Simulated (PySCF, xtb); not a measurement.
selenium dioxide anion (O2Se), SMILES O=[Se]=O (connectivity only; charge and spin as stated), charge -1, multiplicity 2. Atoms are numbered in the order given.

```xyz
3

O      0.0000    -1.4103    -0.6403
Se     0.0000     0.0000     0.3013
O      0.0000     1.4103    -0.6403
```
Charge -1, spin multiplicity 2.

Coordinates come from a B3LYP-D3(BJ)/def2-SVPD optimisation. The multiplicity is an assumed one; other spin states were not compared.

Level of theory: IEF-PCM-B3LYP/def2-SVPD (PySCF).

The values are the electrostatic part of the solvation free energy, E(continuum) − E(gas) at the gas-phase geometry, in a cavity of scaled van der Waals radii (PySCF's table); cavitation and dispersion terms are not included.

Computed values in water (ε = 78.36), diethylether (ε = 4.24), 2-propanol (ε = 19.26):
```tsv
solvent	ε	ΔG(elec) (kcal/mol)
water	78.36	-62.8
diethylether	4.24	-47.9
2-propanol	19.26	-60.1
```

For comparison, GFN2-xTB/ALPB(water) (xtb, at the GFN2-xTB geometry, all terms of that model) gives -59.6 kcal/mol.
